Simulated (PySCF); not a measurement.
**Relaxation of singlet GeH4**

Method: B3LYP/[Ge def2-TZVP, H def2-TZVP], no relativity, density fitting, PySCF. A (50,194) grid was used.

A hand-made square planar start, of D4h symmetry, held to at least that symmetry:

```xyz
5
charge 0 multiplicity 1, angstrom
Ge    0.0000    0.0000    0.0000
H     1.5300    0.0000    0.0000
H     0.0000    1.5300    0.0000
H    -1.5300    0.0000    0.0000
H     0.0000   -1.5300    0.0000
```

Optimiser trace:
| step | E − E(last) (kJ/mol) | largest gradient (Eh/bohr) |
| --- | --- | --- |
| 0 | 28.18 | 0.03120 |
| 1 | 3.31 | 0.00971 |
| 2 | 0.13 | 0.00186 |
| 3 | 0.00 | 0.00014 |
| 4 | 0.00 | 0.00000 |

It ends at D4h with Ge–H 1.628 Å (×4); H–Ge–H 90.0° (×4), H–Ge–H 180.0° (×2). No frequency check is given, so it may be a saddle point. Other isomers or separated fragments may lie lower.

The relaxation took 3.2 s on 2 threads of a shared INTEL XEON PLATINUM 8581C @ 2.30GHz (Emerald Rapids) host, with 72 basis functions and 5 gradients; the process peaked at 0.58 GiB. Launch command: `OMP_NUM_THREADS=2 python axn.py task.json out`.
